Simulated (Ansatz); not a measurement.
A structure relaxed at PBE-D4/def2-SVP in Ansatz, charge 0, singlet:

```xyz
5

Sn   -1.338   -0.822   -0.715
Se   -1.202    1.460    0.915
Se    0.913    0.418   -1.846
Se    1.006    0.618    0.537
Se    0.620   -1.674    1.108
```

(1) Give its formula.

(2) Summarise the bond lengths by kind (pairs closer than 1.2 times the sum of covalent radii, bridged metal pairs left out).

Results:

(1) SnSe₄.

(2) 4 × Se–Sn 2.81 to 3.02 Å; 3 × Se–Se 2.39 Å.

In the def2 sets Sn takes a core potential; there is no spin–orbit coupling. Another isomer (singlet) lies 0.51 eV lower at PBE0-D4/def2-TZVP; other spin states weren't run for this one.
